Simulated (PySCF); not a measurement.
# Electron correlation in Al⁺ (aluminium, charge +1)

[Ne] 3s2, closed-shell 1S. Computed with PySCF 2.14 in def2-TZVP (5s5p2d1f, 37 functions), with the non-relativistic Hamiltonian (point nucleus). Frozen: [Ne]; 2 electrons correlated.

Total MP2 correlation energy: -27.27 mhartree.

Same-spin part 0.00 and opposite-spin part -27.27 mhartree; SCS-MP2 scales them by 1/3 and 6/5 to -32.72 mhartree.

With two correlated electrons CCSD is exact within the correlated space (frozen core and kept virtual orbitals).

```csv
level,correlation energy (mhartree)
CCSD,-39.34
```

Diagnostics: T1 = 0.0086, D1 = 0.0121, largest double amplitude 0.112.

Problem. Is a single reference adequate?

Solution. Mostly. T1 lies below 0.03, but a double amplitude of this size points to a near-degeneracy that CCSD handles and MP2 describes poorly.
